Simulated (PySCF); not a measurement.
## UHF on Kr³⁺ (krypton, charge +3)

Configuration: [Ar] 3d10 4s2 4p3, high-spin 4S determinant. Calculation: PySCF 2.14, in x2c-TZVPall (6s5p4d1f, 48 functions); the spin-free X2C one-electron Hamiltonian (Gaussian nucleus).

```json
{
  "Total energy": "-2785.582686 hartree",
  "One-electron energy": "-3824.9115 hartree",
  "Hartree (Coulomb) energy": "1133.8563 hartree",
  "Exchange energy": "-94.5275 hartree",
  "⟨S²⟩": "3.7506",
  "⟨L²⟩": "0.000",
  "Sum of ⟨r⟩": "19.17 bohr",
  "Sum of ⟨r²⟩": "21.10 bohr²",
  "Langevin diamagnetic susceptibility": "-16.7 ×10⁻⁶ cm³/mol",
  "Time after the integrals": "0.14 s of wall time on 1 thread of Neoverse-V1 (shared host)"
}
```

```json
{"shell": "1s α", "electrons": "1", "mean orbital energy (hartree)": "-530.87632", "rms radius, mean of both spins (bohr)": "0.0478"}
{"shell": "1s β", "electrons": "1", "mean orbital energy (hartree)": "-530.85581", "rms radius, mean of both spins (bohr)": "0.0478"}
{"shell": "2s α", "electrons": "1", "mean orbital energy (hartree)": "-73.54796", "rms radius, mean of both spins (bohr)": "0.199"}
{"shell": "2s β", "electrons": "1", "mean orbital energy (hartree)": "-73.53623", "rms radius, mean of both spins (bohr)": "0.199"}
{"shell": "2p α", "electrons": "3", "mean orbital energy (hartree)": "-65.01893", "rms radius, mean of both spins (bohr)": "0.177"}
{"shell": "2p β", "electrons": "3", "mean orbital energy (hartree)": "-64.99540", "rms radius, mean of both spins (bohr)": "0.177"}
{"shell": "3s α", "electrons": "1", "mean orbital energy (hartree)": "-12.71546", "rms radius, mean of both spins (bohr)": "0.564"}
{"shell": "3s β", "electrons": "1", "mean orbital energy (hartree)": "-12.67725", "rms radius, mean of both spins (bohr)": "0.564"}
{"shell": "3p α", "electrons": "3", "mean orbital energy (hartree)": "-9.90736", "rms radius, mean of both spins (bohr)": "0.581"}
{"shell": "3p β", "electrons": "3", "mean orbital energy (hartree)": "-9.85654", "rms radius, mean of both spins (bohr)": "0.581"}
{"shell": "3d α", "electrons": "5", "mean orbital energy (hartree)": "-5.23368", "rms radius, mean of both spins (bohr)": "0.609"}
{"shell": "3d β", "electrons": "5", "mean orbital energy (hartree)": "-5.20772", "rms radius, mean of both spins (bohr)": "0.609"}
{"shell": "4s α", "electrons": "1", "mean orbital energy (hartree)": "-2.62611", "rms radius, mean of both spins (bohr)": "1.59"}
{"shell": "4s β", "electrons": "1", "mean orbital energy (hartree)": "-2.23539", "rms radius, mean of both spins (bohr)": "1.59"}
{"shell": "4p α", "electrons": "3", "mean orbital energy (hartree)": "-1.88054", "rms radius, mean of both spins (bohr)": "1.77"}
```

Densities and radii are taken from the X2C orbitals without a picture-change correction, which distorts them close to the nucleus.
